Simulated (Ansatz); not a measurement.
Ansatz (a program for electronic structure) job for Al(Me)(OMe)(SH) (C₂H₇AlOS), SMILES [CH3][Al]([SH])[O]C, PBE-D3(BJ)/def2-SVP. 

Ansatz 0.2 input:
```yaml
crystal:
  periodic: [false, false, false]
  atoms:
    - {symbol: Al, position_ang: [-0.42824965, 0.15428511, 0.21484083]}
    - {symbol: C, position_ang: [-1.99993995, 0.81780239, 1.15935849]}
    - {symbol: H, position_ang: [-2.92661137, 0.53709311, 0.63279143]}
    - {symbol: H, position_ang: [-1.98087226, 1.91768856, 1.25132875]}
    - {symbol: H, position_ang: [-2.05521695, 0.41124856, 2.18421801]}
    - {symbol: O, position_ang: [-0.61358458, -0.74253313, -1.21595444]}
    - {symbol: C, position_ang: [0.15604460, -1.39257939, -2.18902318]}
    - {symbol: H, position_ang: [-0.11358788, -2.46250671, -2.23471477]}
    - {symbol: H, position_ang: [-0.03806671, -0.95340388, -3.18351510]}
    - {symbol: H, position_ang: [1.24185524, -1.32216431, -1.99071219]}
    - {symbol: S, position_ang: [1.63499203, 0.50302795, 0.90369284]}
    - {symbol: H, position_ang: [1.25192139, 1.20681822, 1.99421131]}
basis:
  gaussian:
    orbitals: def2-SVP
hamiltonian:
  xc: pbe
  dispersion: d3bj
relax: {f_tol: 0.002, max_steps: 200}
```

It prints:

```
WARN ansatz: RAYON_NUM_THREADS=1 ignored (pool sized by the plan → 1); use --threads N
Functional definition: PBE
integrals: 0.06 GiB planned
1263 factors; their error is unknown
mean field: 0.31 GiB planned
mean field evaluation 1: about -21633.5437 eV, gradient 7.8e1 eV
mean field evaluation 2: about -21577.3349 eV, gradient 1.7e2 eV
mean field evaluation 4: about -21647.5267 eV, gradient 1.0e1 eV
mean field evaluation 8: about -21647.7686 eV, gradient 8.5e-2 eV
mean field evaluation 16: about -21647.7083 eV, gradient 1.2e-4 eV
mean field -21647.70829769 eV, -795.5386065964 hartree, gradient 2.2e-5 eV, S^2 0.000000; 0 other end points of the search recorded, 0 dependent functions left out
the calculation of the forces begins
reference -21647.70833692 eV, -795.5386080381 hartree; 28, 28 occupied and 85, 85 virtual orbitals, 1263 factors
relax step   1: F+E_penalty+E_count = -21647.93784562 eV  Δ(F+E_penalty+E_count) = +0.000e0 eV  max|allowed force component| = 2.922e-1 eV/Å  Δτ_max = 0.0000 Å  (28 SCF iters, accepted)
these checks for a lower state are left out or cut short: starts, cluster_reference, orbital_swaps, neighbouring_geometries, increment
integrals: 0.06 GiB planned
1263 factors; their error is unknown
mean field: 0.31 GiB planned
mean field -21647.71753852 eV, -795.5389461907 hartree, gradient 2.6e-5 eV, S^2 0.000000; 0 other end points of the search recorded, 0 dependent functions left out
the calculation of the forces begins
reference -21647.71757760 eV, -795.5389476267 hartree; 28, 28 occupied and 85, 85 virtual orbitals, 1263 factors
relax step   2: F+E_penalty+E_count = -21647.94682682 eV  Δ(F+E_penalty+E_count) = -8.981e-3 eV  max|allowed force component| = 1.913e-1 eV/Å  Δτ_max = 0.0341 Å  (30 SCF iters, accepted)
these checks for a lower state are left out or cut short: starts, cluster_reference, orbital_swaps, neighbouring_geometries, increment
integrals: 0.06 GiB planned
1263 factors; their error is unknown
mean field: 0.31 GiB planned
mean field evaluation 32: about -21647.7201 eV, gradient 2.7e-5 eV
mean field -21647.72011007 eV, -795.5390406933 hartree, gradient 2.7e-5 eV, S^2 0.000000; 0 other end points of the search recorded, 0 dependent functions left out
the calculation of the forces begins
reference -21647.72014917 eV, -795.5390421303 hartree; 28, 28 occupied and 85, 85 virtual orbitals, 1263 factors
relax step   3: F+E_penalty+E_count = -21647.94883976 eV  Δ(F+E_penalty+E_count) = -2.013e-3 eV  max|allowed force component| = 8.625e-2 eV/Å  Δτ_max = 0.0290 Å  (31 SCF iters, accepted)
these checks for a lower state are left out or cut short: starts, cluster_reference, orbital_swaps, neighbouring_geometries, increment
integrals: 0.06 GiB planned
1263 factors; their error is unknown
mean field: 0.30 GiB planned
mean field -21647.72034728 eV, -795.5390494106 hartree, gradient 8.7e-6 eV, S^2 0.000000; 0 other end points of the search recorded, 0 dependent functions left out
the calculation of the forces begins
reference -21647.72038635 eV, -795.5390508466 hartree; 28, 28 occupied and 85, 85 virtual orbitals, 1263 factors
relax step   4: F+E_penalty+E_count = -21647.94916597 eV  Δ(F+E_penalty+E_count) = -3.262e-4 eV  max|allowed force component| = 3.677e-2 eV/Å  Δτ_max = 0.0066 Å  (23 SCF iters, accepted)
these checks for a lower state are left out or cut short: starts, cluster_reference, orbital_swaps, neighbouring_geometries, increment
integrals: 0.06 GiB planned
1263 factors; their error is unknown
mean field: 0.31 GiB planned
mean field -21647.72034479 eV, -795.5390493193 hartree, gradient 2.7e-5 eV, S^2 0.000000; 0 other end points of the search recorded, 0 dependent functions left out
the calculation of the forces begins
reference -21647.72038382 eV, -795.5390507537 hartree; 28, 28 occupied and 85, 85 virtual orbitals, 1263 factors
relax step   5: F+E_penalty+E_count = -21647.94973777 eV  Δ(F+E_penalty+E_count) = -5.718e-4 eV  max|allowed force component| = 3.629e-2 eV/Å  Δτ_max = 0.0225 Å  (30 SCF iters, accepted)
these checks for a lower state are left out or cut short: starts, cluster_reference, orbital_swaps, neighbouring_geometries, increment
integrals: 0.06 GiB planned
1263 factors; their error is unknown
mean field: 0.31 GiB planned
mean field -21647.72026040 eV, -795.5390462178 hartree, gradient 2.6e-5 eV, S^2 0.000000; 0 other end points of the search recorded, 0 dependent functions left out
the calculation of the forces begins
reference -21647.72029940 eV, -795.5390476512 hartree; 28, 28 occupied and 85, 85 virtual orbitals, 1263 factors
relax step   6: F+E_penalty+E_count = -21647.95004193 eV  Δ(F+E_penalty+E_count) = -3.042e-4 eV  max|allowed force component| = 8.398e-3 eV/Å  Δτ_max = 0.0162 Å  (30 SCF iters, accepted)
these checks for a lower state are left out or cut short: starts, cluster_reference, orbital_swaps, neighbouring_geometries, increment
integrals: 0.06 GiB planned
1263 factors; their error is unknown
mean field: 0.31 GiB planned
mean field -21647.71989520 eV, -795.5390327971 hartree, gradient 2.6e-5 eV, S^2 0.000000; 0 other end points of the search recorded, 0 dependent functions left out
the calculation of the forces begins
reference -21647.71993418 eV, -795.5390342296 hartree; 28, 28 occupied and 85, 85 virtual orbitals, 1263 factors
relax step   7: F+E_penalty+E_count = -21647.95012178 eV  Δ(F+E_penalty+E_count) = -7.985e-5 eV  max|allowed force component| = 8.838e-3 eV/Å  Δτ_max = 0.0196 Å  (30 SCF iters, accepted)
these checks for a lower state are left out or cut short: starts, cluster_reference, orbital_swaps, neighbouring_geometries, increment
integrals: 0.06 GiB planned
1263 factors; their error is unknown
mean field: 0.31 GiB planned
mean field evaluation 64: about -21647.7199 eV, gradient 2.7e-5 eV
mean field -21647.71989788 eV, -795.5390328956 hartree, gradient 2.7e-5 eV, S^2 0.000000; 0 other end points of the search recorded, 0 dependent functions left out
the calculation of the forces begins
reference -21647.71993686 eV, -795.5390343282 hartree; 28, 28 occupied and 85, 85 virtual orbitals, 1263 factors
relax step   8: F+E_penalty+E_count = -21647.95012749 eV  Δ(F+E_penalty+E_count) = -5.716e-6 eV  max|allowed force component| = 5.498e-3 eV/Å  Δτ_max = 0.0016 Å  (22 SCF iters, accepted)
these checks for a lower state are left out or cut short: starts, cluster_reference, orbital_swaps, neighbouring_geometries, increment
integrals: 0.06 GiB planned
1263 factors; their error is unknown
mean field: 0.31 GiB planned
mean field -21647.71992637 eV, -795.5390339425 hartree, gradient 1.1e-5 eV, S^2 0.000000; 0 other end points of the search recorded, 0 dependent functions left out
the calculation of the forces begins
reference -21647.71996535 eV, -795.5390353751 hartree; 28, 28 occupied and 85, 85 virtual orbitals, 1263 factors
relax step   9: F+E_penalty+E_count = -21647.95013085 eV  Δ(F+E_penalty+E_count) = -3.354e-6 eV  max|allowed force component| = 1.124e-3 eV/Å  Δτ_max = 0.0008 Å  (21 SCF iters, accepted)
integrals: 0.06 GiB planned
1263 factors; their error is unknown
mean field: 0.31 GiB planned
mean field -21647.71992637 eV, -795.5390339425 hartree, gradient 1.1e-5 eV, S^2 0.000000; 1 other end points of the search recorded, 0 dependent functions left out
the calculation of the forces begins
reference -21647.71996535 eV, -795.5390353751 hartree; 28, 28 occupied and 85, 85 virtual orbitals, 1263 factors
Total energy: -21647.95016983 eV, -795.5474952337 hartree
Atom 0 at    -0.440809     0.152749     0.212294 Å, force    -0.001124    -0.000000    -0.000286 eV/Å
Atom 1 at    -2.005221     0.823066     1.166544 Å, force     0.000317    -0.000242    -0.000167 eV/Å
Atom 2 at    -2.937748     0.540675     0.637835 Å, force     0.000180    -0.000088    -0.000074 eV/Å
Atom 3 at    -1.981102     1.929090     1.256516 Å, force    -0.000004     0.000075     0.000084 eV/Å
Atom 4 at    -2.055782     0.413335     2.196898 Å, force    -0.000084     0.000110     0.000115 eV/Å
Atom 5 at    -0.661438    -0.748567    -1.228203 Å, force     0.000121     0.000091    -0.000047 eV/Å
Atom 6 at     0.156407    -1.382388    -2.173587 Å, force     0.000204     0.000065     0.000289 eV/Å
Atom 7 at    -0.081936    -2.468795    -2.232733 Å, force    -0.000069    -0.000060    -0.000049 eV/Å
Atom 8 at    -0.011104    -0.953325    -3.187714 Å, force    -0.000152    -0.000046    -0.000097 eV/Å
Atom 9 at     1.245466    -1.291250    -1.948202 Å, force    -0.000103     0.000012    -0.000093 eV/Å
Atom 10 at     1.646377     0.475435     0.865226 Å, force     0.000833     0.000070     0.000356 eV/Å
Atom 11 at     1.255572     1.184752     1.961648 Å, force    -0.000120     0.000013    -0.000031 eV/Å
Dipole moment:    -0.157953     0.070187     0.100798 e Å
```

Self-consistency was reached.
